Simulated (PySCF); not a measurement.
Molecular orbitals of HgP⁺

PBE at R = 2.471 Å; Hg def2-SVPD with ECP60, P def2-SVPD; scalar-relativistic core potentials (PySCF 2.14). State: ³Σ⁻ (triplet), unpaired electrons π ↑↑. Only the outer orbitals are listed, counted within each symmetry, core potentials removing the inner ones.

| spin | orbital | occ. | ε (eV) | on Hg (%) | main shells (%) |
| --- | --- | --- | --- | --- | --- |
| α | 3π | 1 | -17.81 | 98 | 98 Hg d |
| α | 3π | 1 | -17.81 | 98 | 98 Hg d |
| α | 7σ | 1 | -17.78 | 83 | 83 Hg d, 12 P s |
| α | 1δ | 1 | -17.39 | 100 | 100 Hg d |
| α | 1δ | 1 | -17.39 | 100 | 100 Hg d |
| α | 8σ | 1 | -14.36 | 63 | 58 Hg s, 32 P p |
| α | 4π | 1 | -12.37 | 4 | 95 P p |
| α | 4π | 1 | -12.37 | 4 | 95 P p |
| α | 9σ | 0 | -10.72 | 51 | 48 P p, 34 Hg s, 15 Hg p |
| α | 5π | 0 | -6.28 | 89 | 89 Hg p |
| α | 5π | 0 | -6.28 | 89 | 89 Hg p |
| β | 3π | 1 | -17.77 | 99 | 99 Hg d |
| β | 3π | 1 | -17.77 | 99 | 99 Hg d |
| β | 7σ | 1 | -17.39 | 71 | 70 Hg d, 27 P s |
| β | 1δ | 1 | -17.39 | 100 | 100 Hg d |
| β | 1δ | 1 | -17.39 | 100 | 100 Hg d |
| β | 8σ | 1 | -14.02 | 69 | 66 Hg s, 24 P p |
| β | 9σ | 0 | -10.24 | 47 | 52 P p, 23 Hg s, 22 Hg p |
| β | 4π | 0 | -10.13 | 10 | 90 P p, 8 Hg p |
| β | 4π | 0 | -10.13 | 10 | 90 P p, 8 Hg p |

Problem. Which are the highest filled and the lowest empty level, where do they sit, and how wide is the gap?

Solution. Highest filled α 4π at -12.37 eV (in %: 95 P p); lowest empty α 9σ at -10.72 eV (in %: 48 P p, 34 Hg s, 15 Hg p); the gap at PBE is 1.65 eV.

```
bond order (Mayer)                                                                                                : 1.08
⟨S²⟩                                                                                                              : 2.012
charge on Hg (Mulliken, basis-dependent)                                                                          : 0.60
charge on Hg (Löwdin, basis-dependent)                                                                            : 0.62
dipole moment (positive dipole points towards P; it is taken about the centre of mass and depends on that origin) : 2.39 D
polarisability along the bond                                                                                     : 74.4 bohr³
polarisability across the bond                                                                                    : 34.9 bohr³
```

Spin–orbit coupling is left out. The state was picked by a PBE0 search and need not be the measured ground state.
